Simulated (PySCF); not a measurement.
C6H9O (doublet state).
Z-matrix (Å and degrees, GFN2-xTB geometry), rows numbered from 1:
```
C 
O   1  1.4104
C   2  1.3897  1  114.21
C   3  1.5342  2  122.36  1  -179.94
C   4  1.5347  3   70.26  2   179.99
C   5  1.5334  4   90.59  3    45.36
C   5  1.5335  4   90.55  3   -45.38
H   1  1.0952  2  111.23  3   -61.53
H   1  1.0951  2  111.19  3    60.58
H   1  1.0881  2  105.89  3   179.49
H   4  1.0844  3  116.67  2    68.39
H   4  1.0844  3  116.72  2   -68.42
H   6  1.0856  3  117.32  2   -72.05
H   6  1.0849  3  116.93  2    65.78
H   7  1.0855  3  117.40  2    72.02
H   7  1.0848  3  116.83  2   -65.78
```

The hyperfine couplings belong to this conformer and change with its torsions.

The species is `COC12C[C](C1)C2` [radical].

Method used: UKS B3LYP, pcH-1 on C H O, non-relativistic, mean-field spin-orbit, GIAO (PySCF 2.14.0). Isolated species at its GFN2-xTB geometry (one conformer only). Couplings are sensitive to structure, and on GFN2-xTB geometries they can be far from those on DFT ones. No stability test was run, so a lower SCF solution isn't excluded.

Task: Give the principal g shifts and their parts.

Result: 
```
                    Δg (ppm)     1     2     3
relativistic mass correction  -179  -179  -179
            gauge correction    22    11    30
   orbital Zeeman/spin–orbit  -115   141   491
                       total  -272   -28   341
```

So g = 2.00205, 2.00229, 2.00266 and g_iso = 2.00233; the tensor is rhombic: the two nearest values differ by 40 % of g3 − g1. Axes: g2 points within 4° of the C4–C5 bond.

Task: What are the electron Larmor frequencies g μB B/h along the three axes at 340 mT?

Result: 9.5272, 9.5284, 9.5301 GHz for g1, g2 and g3, a range of 2.9 MHz.

Task: At 93.952 GHz, how far is the centre of the isotropic spectrum from where a free electron (g = 2.002319) resonates?

Result: B = hν/(g μB) with μB/h = 13.99624 MHz/mT gives 3352.44 mT for the free electron and 3352.42 mT at g_iso, 0.02 mT lower.

Task: Average each term over the three axes. Which is largest in size?

Result: The mass correction -179, the orbital-Zeeman/spin–orbit term 172 and the gauge correction 21 ppm, for a total of 14 ppm. The mass correction is the same along every axis, so the anisotropy comes from the other two: their spans along these axes are 19 (gauge) and 606 ppm (orbital Zeeman/spin–orbit).

Task: In a frozen sample, at which fields do the three g values resonate at 9.5, 34, 94 and 263 GHz (hyperfine left aside), and which band first spreads them over more than twice a line width of 1.0 mT?

Result: 
```
band    GHz  B(g3) mT  B(g2) mT  B(g1) mT  spread mT
   X    9.5    338.93    338.99    339.03       0.10
   Q   34.0   1213.00   1213.22   1213.37       0.37
   W   94.0   3353.58   3354.20   3354.61       1.03
   J  263.0   9382.90   9384.63   9385.77       2.87
```

The spread grows in proportion to the frequency. J band is the first where it exceeds 2.0 mT.

The largest Mulliken spin populations are on C5 (+0.83) and C3 (+0.06). C5 is the only atom above +0.15. The angles at C5 add up to 271.9°, so it is pyramidal.

The HOMO–LUMO gaps are 7.18 eV among the α and 4.99 eV among the β orbitals.
